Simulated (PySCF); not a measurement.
**Complete the spectrum of SnMe3(NHtBu)**

SnMe3(NHtBu), C7H19NSn.
Bonds: Sn1–C2, Sn1–C6, Sn1–C10, Sn1–N14, N14–C15, C15–C16, C15–C17, C15–C18. Hydrogens: H3, H4, H5 on C2; H7, H8, H9 on C6; H11, H12, H13 on C10; H19 on N14; H20, H21, H22 on C16; H23, H24, H25 on C17; H26, H27, H28 on C18.

The calculation used TDDFT B3LYP/def2-SVPD, vertical, gas phase, core orbitals frozen in the response, def2 core potentials past Kr (PySCF). Geometry: PBE0-D3(BJ)/def2-SVP; no solvent, vibrations or thermal averaging. Spin–orbit coupling is left out.

Orbital energies (eV): HOMO-3 -8.26, HOMO-2 -7.67, HOMO-1 -7.63, HOMO -5.84, LUMO -0.18, LUMO+1 0.57, LUMO+2 0.76.

Lowest singlets, with some entries withheld (?).

```tsv
state	E (eV)	f	main configurations (H = HOMO, L = LUMO)
S1	?	?	H→L (96%)
S2	5.61	?	H→L+1 (90%)
S3	?	0.0039	H→L+2 (92%)
S4	6.04	0.0022	?
S5	6.20	0.042	H→L+4 (76%), H→L+3 (18%)
S6	6.57	0.0032	H→L+6 (75%), H→L+7 (10%)
S7	6.66	0.0044	?
S8	6.69	0.084	H-1→L (94%)
S9	6.74	?	H-2→L (77%), H→L+7 (16%)
S10	6.77	0.085	?
```

Problem. Supply the missing values.

Solution. 
- S1: E = 4.90 eV; f = 0.046
- S2: f = 0.0050
- S3: E = 5.80 eV
- S4: H→L+3 (79%), H→L+4 (17%)
- S7: H→L+5 (85%)
- S9: f = 0.027
- S10: H→L+7 (70%), H-2→L (18%), H→L+6 (8%)

Problem. What is the mean static polarisability from the same response equations?

Solution. 137.4 au (20.36 Å³), with principal values 130.5, 133.2 and 148.5 au.

Problem. How far apart are S1 and S3, in eV and cm⁻¹?

Solution. 5.803 − 4.904 = 0.899 eV, or about 7250 cm⁻¹.

Problem. Where do the lowest triplets lie (Tamm–Dancoff)?

Solution. T1 4.69 eV, H→L (83%); T2 5.45 eV, H→L+1 (56%), H→L (15%), H→L+4 (12%); T3 5.76 eV, H→L+2 (73%), H→L+1 (22%); T4 5.77 eV, H→L+4 (66%), H→L+1 (11%). E(S1) − E(T1) = +0.21 eV.
